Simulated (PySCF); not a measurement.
A structure optimised at r2SCAN-D4/def2-SVP, used in a PySCF frequency run:

```
Al
N 1 1.7542
H 2 1.0151 1 124.84
H 2 1.0151 3 110.31 1 180.00
Cl 1 2.0944 2 120.02 3 180.00
Cl 1 2.0944 2 120.02 3 0.00
```
Charge 0, spin multiplicity 1.

Q: Write its SMILES, formula and point group.

A: [NH2][Al]([Cl])[Cl], AlCl2H2N, C2v

Q: What are its rotational constants (standard atomic weights)?

A: 4.4272, 2.1548, 1.4494 GHz
